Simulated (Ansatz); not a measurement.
`[SiH3]N1[SiH2]P1` + `[OH][Ga]([F])[F]` → `[F][Ga]([F])[O][SiH3]` + `N1[SiH2]P1` at 500 K and 1 bar (ligand exchange at the Si–N bond).

Calculated with Ansatz (gas phase, PBE0-D4/def2-TZVP geometries, no zero-point term in ΔE). CBS: MP2 limit from def2 TZ/QZ plus the TZ coupled-cluster correction, frozen cores. For Ga outer-core shells are correlated without core-valence functions, which leaves a few kJ/mol of doubt a bond. Scalar relativity is left out up to krypton. One conformer a species, not always the lowest.

```
                species  CCSD(T)/CBS energy (Eh)  H − E (kJ/mol)  S (J/(mol·K))
     `[SiH3]N1[SiH2]P1`               -977.41004           196.4          410.6
     `[OH][Ga]([F])[F]`              -2199.41346            80.0          355.7
`[F][Ga]([F])[O][SiH3]`              -2489.72997           135.7          449.9
           `N1[SiH2]P1`               -687.10203           140.6          326.7
```

H − E and S are ideal-gas, rigid-rotor, harmonic terms from PBE0-D4/def2-TZVP, for one conformer and one mirror image of each species. 1 Eh = 2625.50 kJ/mol, R = 8.31446 J/(mol·K).

By hand: ΔE, ΔH, ΔS and ΔG.

ΔE = (-2489.72997) + (-687.10203) − (-977.41004) − (-2199.41346) = -0.00850 Eh = -22.3 kJ/mol. Δ(H − E) = 135.7 + 140.6 − 196.4 − 80.0 = -0.1, so ΔH = -22.4 kJ/mol. ΔS = 449.9 + 326.7 − 410.6 − 355.7 = 10.3 J/(mol·K). ΔG = -22.4 − 500 × (10.3)/1000 = -27.5 kJ/mol.

By hand: the equilibrium constant, and the temperature at which ΔG would vanish if ΔH and ΔS stayed fixed.

log₁₀ K = −ΔG/(RT ln 10) = 2.9. ΔH and −TΔS have one sign here, so there is no such temperature.

The number of gas molecules stays the same, so ΔS is small and ΔH decides. A doubt of 5 kJ/mol in ΔE shifts log₁₀ K by 0.5 here. Other conformers and mirror images would add mixing entropy, several J/(mol·K) or more a flexible species. Modes under 60 cm⁻¹, often nearly free rotors, make the harmonic entropy too high. These are equilibria of isolated gas molecules and say nothing of rates. Largest T1 diagnostic: 0.015 (customary marks: 0.02 for closed shells, 0.045 for open ones).

ΔS is within the doubt of such terms, so its sign, and with it that verdict, could turn.
